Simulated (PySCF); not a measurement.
# How the method changes the shape and vibrations of BH4O2 anion

All numbers below are calculated, not measured. They come from PySCF 2.14.0, an open-source quantum chemistry program, on an isolated molecule that a program drew, which may never have been made. The molecule is BH4O2 anion (charge -1, singlet), drawn as the SMILES string `O[BH2-]O`.

The geometry was optimised and harmonic frequencies were computed with HF and MP2, all in the aug-cc-pVDZ basis, for the commonest isotopes, with a restricted reference for singlets and an unrestricted one otherwise, and a frozen core in MP2. Each result is a local minimum of its method.

Geometry at the HF minimum:
```xyz
7
BH4O2 anion, angstrom
O     1.6787   -0.4970   -1.6914
B     1.4313   -0.3755   -0.2114
O     2.5313   -1.0593    0.4989
H     0.8601   -0.3922   -2.1413
H     0.2995   -0.9066    0.0433
H     1.4099    0.8198    0.1660
H     2.6287   -1.9144    0.1166
```

Lengths of the bonds as drawn, in Å (atoms numbered as above):
| bond | HF | MP2 |
|---|---|---|
| O1-B2 | 1.505 | 1.539 |
| B2-O3 | 1.477 | 1.512 |
| O1-H4 | 0.940 | 0.963 |
| B2-H5 | 1.276 | 1.265 |
| B2-H6 | 1.254 | 1.245 |
| O3-H7 | 0.942 | 0.966 |

Rotational constants, in GHz:
| constant | HF | MP2 |
|---|---|---|
| A | 37.43 | 36.17 |
| B | 9.295 | 8.862 |
| C | 8.08 | 7.801 |

Harmonic frequencies in cm^-1, each column in rising order, so a row needn't be the same motion in every method:
| rank | HF | MP2 |
|---|---|---|
| 1 | 166 | 138 |
| 2 | 255 | 232 |
| 3 | 476 | 442 |
| 4 | 844 | 781 |
| 5 | 884 | 801 |
| 6 | 936 | 859 |
| 7 | 1016 | 938 |
| 8 | 1104 | 1069 |
| 9 | 1196 | 1109 |
| 10 | 1283 | 1193 |
| 11 | 1295 | 1220 |
| 12 | 2048 | ? |
| 13 | 2238 | 2313 |
| 14 | 4176 | 3831 |
| 15 | 4205 | 3878 |

**Estimate the missing MP2 frequency from the HF column.**

A single factor s that minimises the squared misfit of MP2 against s times HF over the other rows is sum(HF x MP2) / sum(HF^2) = 0.9336, with an rms misfit of 65 cm^-1. For rank 12 it gives 0.9336 x 2048 = 1912 cm^-1. The calculation gives 2161 cm^-1, 249 cm^-1 above the estimate. The drawn bonds are on average 1.3 % longer in MP2 than in HF.
